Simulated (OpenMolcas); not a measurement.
## Multiconfigurational calculation on P II

Input:

```
&GATEWAY
Coord
1

P 0.0 0.0 0.0
Basis=ANO-RCC-VDZP
Group=XYZ
NoMove
AngMom=0.0 0.0 0.0
AMFI
&SEWARD
* reference wave functions (RASSCF and RASSI steps not shown): 2 electrons in 3 orbitals (3p)
>>> COPY JOB001 $Project.JobIph
&CASPT2
Multistate=3 1 2 3
Frozen=1 0
IPEA=0.25
Imaginary=0.1
MaxIter=60
WThr=0.0 0.3 0.05
PrWF=0.5
NoMix
>>> COPY JOB002 $Project.JobIph
&CASPT2
Multistate=6 1 2 3 4 5 6
Frozen=1 0
IPEA=0.25
Imaginary=0.1
MaxIter=60
WThr=0.0 0.3 0.05
PrWF=0.5
NoMix
```

Output, cut to the results:

```
--- CASPT2 ---
Orbital specifications:
      -----------------------

      Symmetry species                           1   2
                                                ag  au
      Frozen orbitals                            1   0
      Inactive orbitals                          2   3
      Active orbitals                            0   3
      Secondary orbitals                         6   3
      Deleted orbitals                           0   0
      Number of basis functions                  9   9
Type of calculation                        MS-CASPT2
      Fock operator                              state-specific
      IPEA shift                                 0.25
      Real shift                                 0.00
      Imaginary shift                            0.10
      The input orbitals will be transformed to quasi-canonical
Reference energy:        -341.1651599585
      E2 (Non-variational):      -0.0571362212
      Shift correction:          -0.0001953562
      E2 (Variational):          -0.0573315774
      Total energy:            -341.2224915358
      Residual norm:              0.0000000265
      Reference weight:           0.96911
      Contributions to the CASPT2 correlation energy
      Active & Virtual Only:         -0.0057519091
      One Inactive Excited:          -0.0336391791
      Two Inactive Excited:          -0.0177451330
Reference energy:        -341.1651599585
      E2 (Non-variational):      -0.0571362212
      Shift correction:          -0.0001953562
      E2 (Variational):          -0.0573315774
      Total energy:            -341.2224915358
      Residual norm:              0.0000000265
      Reference weight:           0.96911
      Contributions to the CASPT2 correlation energy
      Active & Virtual Only:         -0.0057519091
      One Inactive Excited:          -0.0336391791
      Two Inactive Excited:          -0.0177451330
::    CASPT2 Root  1     Total energy:   -341.22249154
::    CASPT2 Root  2     Total energy:   -341.22249154
::    CASPT2 Root  3     Total energy:   -341.22249154
::    MS-CASPT2 Root  1     Total energy:   -341.22249154
::    MS-CASPT2 Root  2     Total energy:   -341.22249154
::    MS-CASPT2 Root  3     Total energy:   -341.22249154
--- CASPT2 ---
Orbital specifications:
      -----------------------

      Symmetry species                           1   2
                                                ag  au
      Frozen orbitals                            1   0
      Inactive orbitals                          2   3
      Active orbitals                            0   3
      Secondary orbitals                         6   3
      Deleted orbitals                           0   0
      Number of basis functions                  9   9
Type of calculation                        MS-CASPT2
      Fock operator                              state-specific
      IPEA shift                                 0.25
      Real shift                                 0.00
      Imaginary shift                            0.10
      The input orbitals will be transformed to quasi-canonical
Reference energy:        -341.1136262583
      E2 (Non-variational):      -0.0628976721
      Shift correction:          -0.0002409323
      E2 (Variational):          -0.0631386044
      Total energy:            -341.1767648627
      Residual norm:              0.0000005337
      Reference weight:           0.96416
      Contributions to the CASPT2 correlation energy
      Active & Virtual Only:         -0.0066013900
      One Inactive Excited:          -0.0382303348
      Two Inactive Excited:          -0.0180659473
Reference energy:        -341.1136262583
      E2 (Non-variational):      -0.0628976721
      Shift correction:          -0.0002409323
      E2 (Variational):          -0.0631386044
      Total energy:            -341.1767648627
      Residual norm:              0.0000005337
      Reference weight:           0.96416
      Contributions to the CASPT2 correlation energy
      Active & Virtual Only:         -0.0066013900
      One Inactive Excited:          -0.0382303348
      Two Inactive Excited:          -0.0180659473
::    CASPT2 Root  1     Total energy:   -341.17676486
::    CASPT2 Root  2     Total energy:   -341.17676486
::    CASPT2 Root  3     Total energy:   -341.17820852
::    CASPT2 Root  4     Total energy:   -341.17808378
::    CASPT2 Root  5     Total energy:   -341.17708507
::    CASPT2 Root  6     Total energy:   -341.11732139
::    MS-CASPT2 Root  1     Total energy:   -341.17820852
::    MS-CASPT2 Root  2     Total energy:   -341.17808378
::    MS-CASPT2 Root  3     Total energy:   -341.17712859
::    MS-CASPT2 Root  4     Total energy:   -341.17676486
::    MS-CASPT2 Root  5     Total energy:   -341.17676486
::    MS-CASPT2 Root  6     Total energy:   -341.11727787
```

Levels above the lowest, from the spin-orbit matrix with the single-state CASPT2 energies, averaged by term, on its diagonal:

```tsv
Configuration	Term	J	E (eV)	Measured (eV)	g	Term weight %
3s² 3p²	³P	0	0.0000	0.0000		100
3s² 3p²	³P	1	0.0185	0.0204	1.501	100
3s² 3p²	³P	2	0.0532	0.0582	1.501	100
3s² 3p²	¹D	2	1.264	1.1013	1.000	100
3s² 3p²	¹S	0	2.899	2.6750		100
```

Against the 4 measured excited levels shown (NIST Handbook of Basic Atomic Spectroscopic Data) the mean absolute deviation is 790 cm-1; the largest miss in energy is 3s² 3p² ¹S₀: computed 2.899, measured 2.6750 eV (+8.4 %), and the largest in proportion 3s² 3p² ¹D₂ (+14.8 %).

Term energies are means over components that CASPT2 splits; among the terms shown or strongly mixed into the levels shown the widest spread is 320 cm-1 (3s² 3p² ¹D). With the s shell closed, the reference lacks s² → p² mixing. Computed and measured levels are paired by configuration, term and J; levels that our copy of the source lacks, or whose pairing is in doubt (as where it misses far off the trend of its configuration), stay unpaired and out of the deviations. Levels of configurations outside the active space are missing.

The term weight is that of the spin-free term in the level, not the purity of its configuration.
